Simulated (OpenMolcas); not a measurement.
# In I: RASPT2 settings compared

| Quantity | Value |
| --- | --- |
| Program | OpenMolcas |
| Basis | ANO-RCC-VDZP [6s5p3d1f] |
| Scalar Hamiltonian | X2C, point nucleus |
| Active space | 3 electrons in 9 orbitals (RAS2 5s 5p; RAS3 5d, at most 2 electrons) |
| State averaging | 2S+1 = 2 odd, 3 roots; 2S+1 = 2 even, 5 roots (0 in the spin-orbit step); 2S+1 = 4 even, 3 roots kept (CI in the orbitals of an earlier block) |
| Spin-orbit coupling | RASSI with atomic mean-field integrals over the reference wave functions, term energies averaged over their components |

Methods on the same reference wave functions:
A. RASSCF
B. SS-RASPT2, IPEA 0.1 Eh, imaginary shift 0.05 Eh (closed shells correlated: 4d)
C. SS-RASPT2, IPEA 0.6 Eh, no level shift (closed shells correlated: 4d)
D. SS-RASPT2, IPEA 0.4 Eh, sigma2 regulariser 0.2 Eh (closed shells correlated: 4d)

Energies in cm-1 above 5s2 5p 2P* 1/2, the measured ground level; measured values from NIST Handbook of Basic Atomic Spectroscopic Data.

```
         Level      A      B      C      D  Measured
5s2 5p 2P* 1/2    0.0    0.0    0.0    0.0       0.0
5s2 5p 2P* 3/2   2186   2190   2190   2190      2213
 5s 5p2 4P 1/2  28231  33250  33440  33360     34978
 5s 5p2 4P 3/2  28915  33930  34120  34050     36021
 5s 5p2 4P 5/2  30053  35070  35260  35190     37452
```

Deviations, from unrounded energies. A percentage is the sum of absolute deviations over the sum of measured energies, with the sign that they share, or ± where signs differ.

```json
{"Against measurement": "mean absolute deviation (cm-1)", "Levels": "4", "A": "5300", "B": "1600", "C": "1400", "D": "1500"}
{"Against measurement": "fine structure of the ground term (%)", "Levels": "1", "A": "-1.2", "B": "-1.2", "C": "-1.2", "D": "-1.2"}
{"Against measurement": "other configurations (%)", "Levels": "3", "A": "-19.6", "B": "-5.7", "C": "-5.2", "D": "-5.4"}
```

C, D lie about equally close to measurement and A furthest from it. The largest miss of C in the table is 5s 5p2 4P 5/2, by -2200 cm-1. The ranking rests on the paired levels alone, and a cruder setting can come out closer through cancelling errors.

Among B to D the level of the table that moves most is 5s 5p2 4P 1/2, by 190 cm-1 (lowest in B, highest in C). Moves below CASPT2's spread within the term are not significant.

The lowest spin-free term lies below A's lowest term by 0.353 hartree in B, 0.351 hartree in C, 0.352 hartree in D.

CASPT2 breaks the degeneracy within a term, and the mean is taken; among the terms shown or strongly mixed into the levels shown the widest spread is 13 cm-1 (5s 5p2 4P, C). Some high roots are left out of the spin-orbit mixing, which shifts the levels that they would mix with. Terms from blocks run as CI alone lack orbitals of their own. Active for correlation alone: 5d; no level in the range computed is led by a configuration that fills it, so any true level of that kind is missing. Without dynamic correlation excited terms often stand tens of per cent too high (terms of higher spin than the ground term too low), and those without a measured partner can miss by more than the paired ones (holds for A). Measured partners are found by configuration, term and J. A level has none where our copy of the source lacks it or the pairing is in doubt (some pairs that miss far off the trend of their configuration count as doubtful), and it then counts in no deviation. Only configurations of the active space appear.

* marks odd parity.
